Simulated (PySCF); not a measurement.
r2SCAN on Te²⁺ (tellurium, charge +2), [Kr] 4d10 5s2 5p1 6s1, 6s spin antiparallel (an excited configuration). Computed with PySCF 2.14 in x2c-QZVPPall with one added diffuse shell each of s, p, d, f type (14s10p8d5f1g, 128 functions), with scalar relativity by spin-free X2C-1e.

```
cycle= 1 E= -6792.29123472563  delta_E= -0.0196  |g|= 0.0415  |ddm|= 0.909
cycle= 2 E= -6792.29388801271  delta_E= -0.00265  |g|= 0.0202  |ddm|= 0.488
cycle= 3 E= -6792.29488359452  delta_E= -0.000996  |g|= 0.00959  |ddm|= 0.217
cycle= 4 E= -6792.29551511091  delta_E= -0.000632  |g|= 0.00635  |ddm|= 0.205
cycle= 5 E= -6792.29591623232  delta_E= -0.000401  |g|= 0.00333  |ddm|= 0.244
cycle= 6 E= -6792.29623442513  delta_E= -0.000318  |g|= 0.00596  |ddm|= 0.165
cycle= 7 E= -6792.29599224378  delta_E= 0.000242  |g|= 0.00313  |ddm|= 0.0984
cycle= 8 E= -6792.29595461961  delta_E= 3.76e-05  |g|= 0.000993  |ddm|= 0.136
cycle= 9 E= -6792.29595245365  delta_E= 2.17e-06  |g|= 0.000414  |ddm|= 0.0128
cycle= 10 E= -6792.29595229749  delta_E= 1.56e-07  |g|= 7.94e-05  |ddm|= 0.00945
cycle= 11 E= -6792.29595225723  delta_E= 4.03e-08  |g|= 1.99e-05  |ddm|= 0.0023
cycle= 12 E= -6792.29595225707  delta_E= 1.64e-10  |g|= 3.53e-06  |ddm|= 0.000476
converged SCF energy = -6792.29595225707  <S^2> = 1.0021391  2S+1 = 2.2379804
```

Highest occupied orbital energy: -12.655 eV; ⟨L²⟩ = 3.63; populations by l: s 10.73, p 19.00, d 20.27, f 0.00.

(1) Can this result be used?

Answers

(1) Not for this state. The calculation finished and met its thresholds. ⟨L²⟩ = 3.63 against 2 for a pure P term, so this real determinant mixes terms. The outer electron is Rydberg-like, and this basis confines it to a smaller radius and binds it less than a complete one would. With the s spin flipped the determinant is a mixture of two multiplicities, not a spectroscopic state. The s, p, d and f populations moved away from the nominal configuration during the SCF.
